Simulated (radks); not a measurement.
Results of a calculation; reference values are marked as such.
Numerical settings for the barium ion Ba13+, [Kr] 4d7. Code: a radial shooting solver on a logarithmic mesh with Libxc functionals. Model: scalar-relativistic Kohn-Sham, r2SCAN, spin-polarised, spherical densities, finite nucleus; open shells are filled with parallel spins first (spin-orbit coupling, left out, can overturn this in heavy ions); meta-GGA in the generalised Kohn-Sham scheme; Fermi nuclear charge, rms radius 4.8378 fm. The defaults (mesh step 0.008 in ln r, mesh end at 40 bohr or more with all orbitals vanishing there, Anderson mixing 0.5 over 9 steps, residual threshold near 1e-9 with the energy settled to 1e-9 hartree or 1e-11 of itself, here a cap of 96 iterations) give E = -8080.874 hartree and 4d at -312.10 eV in 11 iterations. Run on one thread of a shared host, so times are rough (Arm Neoverse N1): 0.21 s of CPU time, 0.21 s wall, 11 iterations on 2189 mesh points. One setting is changed at a time: mesh step in ln r 0.08; mesh step in ln r 0.005; mesh step in ln r 0.03; mesh end (bohr) 3; mesh end (bohr) 20; residual threshold 1e-13; residual threshold 1e-16; mixing 0.01; linear mixing, mixing 0.2; linear mixing, mixing 0.8; mixing history 3; iteration cap 8. Which runs fail to converge, and which converge to a wrong energy?

Answer. Not converged within the cap: mesh step in ln r 0.08; residual threshold 1e-16; linear mixing, mixing 0.8; iteration cap 8. No run marked as converged misses the energy by more than 1 mhartree.
